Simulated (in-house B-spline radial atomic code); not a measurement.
RPA and G0W0 on Hartree-Fock: La⁶⁺

Configuration [Kr] 4d10 5s2 5p3, highest spin, mean-field start Hartree-Fock. Computed with an all-electron radial atomic-structure program (B-spline basis): all electrons, scalar-relativistic (spin-free one-electron X2C), finite nucleus, each spin shell either full or empty, empty states to l = 9 with an (l + 1/2)⁻⁴ tail; G0W0 by contour deformation at full frequency.

Spin-orbit coupling, left out, splits p levels strongly here.

Command:
```bash
python run_gw.py task.json out
```
Settings (radii: box in bohr, nucleus in fm):
```
Z                        57
electrons                51
configuration            [Kr] 4d10 5s2 5p3
hamiltonian              x2c
method                   hf
lmax                     9
rms_radius               4.855
spin_polarised           True
box_radius               9.29
intervals                66
```

Run time, properties included: 3.3 s on 1 thread of Intel(R) Xeon(R) 6975P-C, on a shared host.

Energies (hartree):

```
                                     term        value
                         mean-field total  -8481.32375
Hartree-Fock functional on these orbitals  -8481.32376
                      direct second order      -4.2868
                    second-order exchange       1.1826
                         SOSEX correction       1.1223
```

**Question.** What is the RPA correlation energy, and what remains with SOSEX?

**Answer.** RPA gives -3.8739 hartree (-2.07 eV per electron); RPA + SOSEX gives -2.7516, and the second-order doubles (MP2) -3.1042 hartree. RPA lacks exchange-type terms and so overcorrelates at short range.

Quasi-particle levels (eV):

```tsv
level	occupied	mean field	Σx - vxc	Σc	QP weight	G0W0
5p up	yes	-91.08	0.00	?	?	?
5s down	yes	-103.47	0.00	-2.86	0.973	-106.33
5s up	yes	-114.28	0.00	2.52	0.869	-111.77
5p down	no	-72.88	0.00	-2.32	0.972	-75.20
```

G0W0 = mean field + (Σx - vxc) + Σc, with Σc (partial-wave tail included) taken at the quasi-particle energy. Only the outer levels were computed. Levels of low weight are left out.

**Question.** Where does G0W0 put 5p up?

**Answer.** At -91.98 eV, with Σc = -0.90 eV and a quasi-particle weight of 0.973. The tabulated removal energy is 88 ± 2 eV (NIST, tabulated theory); the calculation leaves out spin-orbit coupling, Breit and QED terms, and what these don't explain is the method's own error.
